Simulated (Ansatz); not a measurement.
Computed with Ansatz on PBE0-D4/def2-TZVP structures; ΔE is electronic, products minus reactants. CCSD(T)/CBS adds triple-zeta CCSD(T) − MP2 to the extrapolated MP2 energy (def2 sets, frozen cores). This one scheme is used for every species. DFT in def2-TZVPP. B3LYP here is the variant with VWN-RPA as its local correlation; programs differ in this. One conformer a species, not always the lowest.

Reaction (formal exchange of groups at the Si–O bond): `O=C[SiH](O)Cl` + SiH₄ → `O=C[SiH]([SiH3])Cl` + H₂O

`O=C[SiH](O)Cl`:

```xyz
8

O    -0.024    1.186    1.538
C    -0.269    0.046    1.223
Si    0.120   -0.471   -0.586
O     0.877    0.810   -1.236
Cl   -1.699   -0.864   -1.446
H    -0.735   -0.644    1.962
H     0.948   -1.683   -0.733
H     0.781    1.620   -0.722
```

SiH₄:

Cartesian coordinates in Å:
```
Si 0.000 0.000 0.000
H 1.066 -0.983 -0.320
H 0.591 1.359 0.091
H -0.627 -0.355 1.298
H -1.030 -0.022 -1.069
```

`O=C[SiH]([SiH3])Cl`:

```xyz
10

O    -2.268    0.250    1.062
C    -1.448    1.043    0.678
Si   -0.179    0.524   -0.676
Si    1.103   -1.282    0.081
Cl    1.039    2.143   -1.067
H    -1.411    2.072    1.107
H    -0.952    0.210   -1.904
H     2.109   -1.634   -0.954
H     0.213   -2.443    0.340
H     1.793   -0.883    1.334
```

H₂O:

```xyz
3

O     0.104    0.338    0.162
H     0.034   -0.518    0.590
H    -0.138    0.179   -0.753
```

Task: Is it downhill or uphill in electronic energy at CCSD(T)/CBS, and by how much? (An estimate is asked.)

Result: The calculation gave: Uphill: ΔE = +103.5 kJ/mol.

Task: What do these levels give: ωB97M-V, B2PLYP, r2SCAN, B3LYP, HF/def2-QZVPP, SCS-MP2/def2-QZVPP? (An estimate is asked.)

Result: Ansatz gave: ωB97M-V 112.8, B2PLYP 113.3, r2SCAN 105.1, B3LYP 110.3, HF/def2-QZVPP 130.3, SCS-MP2/def2-QZVPP 114.8 kJ/mol.

Largest T1 diagnostic among the species: 0.014.

From PBE to PBE0 (25 % exact exchange), in def2-TZVPP and without D4, ΔE moves by +6.2 kJ/mol. The D4 term adds −5.1 kJ/mol with B3LYP and −3.2 kJ/mol with PBE0; it sums over pairs of atoms, weighted by their polarisabilities, and B3LYP, whose exchange is more repulsive, gets the larger term.
